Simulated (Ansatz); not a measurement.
Cost and result for the atomization energy of `C=C[SiH2]C=N` (12 atoms, 11 bonds).

```
atom   x (Å)   y (Å)   z (Å)
  C1   0.577  -2.069  -0.862
  C2   0.396  -1.195   0.124
 Si3   0.706   0.619  -0.077
  C4  -0.801   1.627   0.462
  N5  -1.779   1.038   1.020
  H6   0.918  -1.761  -1.846
  H7   0.389  -3.132  -0.734
  H8   0.039  -1.559   1.086
  H9   1.850   1.090   0.756
 H10   1.020   0.929  -1.500
 H11  -0.796   2.717   0.297
 H12  -2.519   1.696   1.276
```

The species carries charge 0 and has multiplicity 1. Geometry: relaxed with PBE0-D4/def2-TZVP. It is one conformer, not always the lowest. Program: Ansatz. All runs use 4 threads of an Arm Neoverse V1 on a shared host. Times are those of one run each, without the atoms' runs, and a repeat can differ threefold. Electronic energies, without spin–orbit coupling; frozen cores. CCSD(T)/CBS adds CCSD(T) − MP2 in def2-TZVPP to the MP2 limit, and its time is that of the two runs behind it. T1 = 0.012. B3LYP takes the VWN-RPA correlation (the form of Gaussian; ORCA's B3LYP/G).

CCSD(T)/CBS is a level of theory with its own doubt, some kJ/mol a heavy atom from the limit and from the frozen cores, so smaller differences don't rank the functionals.

| level | functions | wall time | atomization (kcal/mol) | difference from CCSD(T)/CBS | per bond |
| --- | --- | --- | --- | --- | --- |
| PBE-D4/def2-TZVPP (with forces) | 264 | 2.5 s | 1120.6 | 25.5 | 2.3 |
| PBE0-D4/def2-TZVPP | 264 | 2.8 s | 1099.4 | 4.3 | 0.4 |
| r2SCAN-D4/def2-TZVPP (with forces) | 264 | 4.3 s | 1095.2 | 0.1 | 0.0 |
| B3LYP-D4/def2-TZVPP (with forces) | 264 | 4.5 s | 1100.4 | 5.3 | 0.5 |
| B2PLYP/def2-TZVPP | 264 | 5.5 s | 1086.4 | -8.7 | -0.8 |
| ωB97X-V/def2-TZVPP | 264 | 7.5 s | 1099.1 | 4.0 | 0.4 |
| ωB97M-V/def2-TZVPP (with forces) | 264 | 11 s | 1099.8 | 4.7 | 0.4 |
| MP2/def2-QZVPP | 508 | 26 s | 1095.4 | 0.3 | 0.0 |
| CCSD(T)/def2-TZVPP | 264 | 2.3 min | 1066.2 | -28.9 | -2.6 |
| CCSD(T)/CBS(def2) | – | 2.7 min | 1095.1 | 0.0 | 0.0 |

From PBE to PBE0 (25 % exact exchange), in def2-TZVPP and without D4, the atomization energy moves by −20.3 kcal/mol: exact exchange takes away binding that semilocal exchange gives to molecules. In def2-TZVPP, CCSD(T) changes the Hartree–Fock value by +273.7 kcal/mol (the triples alone add +17.4 kcal/mol) and MP2 by +285.8 kcal/mol; breaking electron pairs costs correlation energy, which Hartree–Fock lacks. The D4 term adds +9.2 kcal/mol with B3LYP and +4.9 kcal/mol with PBE0; it sums over pairs of atoms, weighted by their polarisabilities, and B3LYP, whose exchange is more repulsive, gets the larger term.
